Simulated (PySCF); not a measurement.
Structure problem from calculated spectra and properties.

Elements present: C, F, H and O. Monoisotopic mass: 164.0449 u.

* NMR, other nuclei: isotropic shieldings of nuclei other than C and H, by class: 22 (1 O), 243 (3 F) ppm [GIAO PBE0/pcSseg-1]
* 13C NMR: chemical shifts (computed TMS as zero) by class: 182.8 (1 C), 159.3 (1 C), 147.5 (1 C), 126.0 (1 C), 33.2 (1 C), 24.3 (1 C), 15.1 (1 C) ppm [GIAO PBE0/pcSseg-1]
* Rotational structure: rotational constants A, B, C: 1.895, 0.607, 0.511 GHz [GFN2-xTB]
* 1H NMR: chemical shifts (computed TMS as zero) by class: 2.83 (2 H), 1.62 (2 H), 1.44 (3 H) ppm [GIAO PBE0/pcSseg-1]
* Dipole: 4.21 D [PBE0/pcSseg-1]

The electronic properties come from PySCF, for the isolated species, density fitting. Levels stand in brackets. Isolated species at its GFN2-xTB geometry (one conformer only). NMR values are class means; diastereotopic atoms form classes of their own.

Problem. Which formula fits the mass and the elements?

Solution. C7H7F3O (calculated 164.0449). No other formula that holds each of these elements comes within 0.0003 u with a fitting electron parity and a possible valence count.

Problem. Give a SMILES that accounts for the data.

Solution. Numbering: `[CH3:1][CH2:2][CH2:3][c:4]1[c:5]([C:6]([F:7])([F:8])[F:9])[c:10]1=[O:11]`. Its formula, C7H7F3O, gives 3 degrees of unsaturation: 1 ring and 2 π bonds in the structure found (Kekulé form). 7 carbons fall into 7 classes; from least to most shielded: unsaturated ring carbon [C4] (182.8 ppm), unsaturated ring carbon [C5] (159.3 ppm), ring carbonyl carbon [C10] (147.5 ppm), CF3 carbon [C6] (126.0 ppm), carbon bonded to 2 C and 2 H [C3] (33.2 ppm), chain CH2 carbon [C2] (24.3 ppm), methyl carbon [C1] (15.1 ppm). Hydrogen classes from least to most shielded: 2 H on a carbon bonded to 2 C and 2 H, C3 (2.83 ppm, a mean of values up to 0.9 ppm apart in this geometry), 2 H on a chain CH2 carbon, C2 (1.62 ppm), 3 H on a methyl carbon, C1 (1.44 ppm, a mean of values up to 1.0 ppm apart in this geometry). The other shieldings belong to: 22 ppm, carbonyl oxygen [O11]; 243 ppm, fluorine of a CF3 group [F7/F8/F9]. The optimised geometry has point group C1 and is an asymmetric top. Structure: `CCCc1c(C(F)(F)F)c1=O`. Computed isomers that give other values at the same levels: `CC[C@@H]1C=C(C(F)(F)F)C1=O` (13C chemical shifts (computed TMS as zero) by class: 189.1 (1 C), 177.2 (1 C), 150.4 (1 C), 126.3 (1 C), 65.1 (1 C), 23.2 (1 C), 12.5 (1 C) ppm); `C=CCC(=C)C(=O)C(F)(F)F` (13C chemical shifts (computed TMS as zero) by class: 187.7 (1 C), 148.6 (1 C), 144.4 (1 C), 144.0 (1 C), 127.0 (1 C), 126.3 (1 C), 38.8 (1 C) ppm). The assignments are read from this structure; whether some other isomer fits the data as well wasn't checked.

Conformer computed: `[CH3:1][CH2:2][CH2:3][c:4]1[c:5]([C:6]([F:7])([F:8])[F:9])[c:10]1=[O:11]`: C1–C2–C3–C4 66°, C2–C3–C4–C5 135°, C4–C5–C6–F7 -169°.
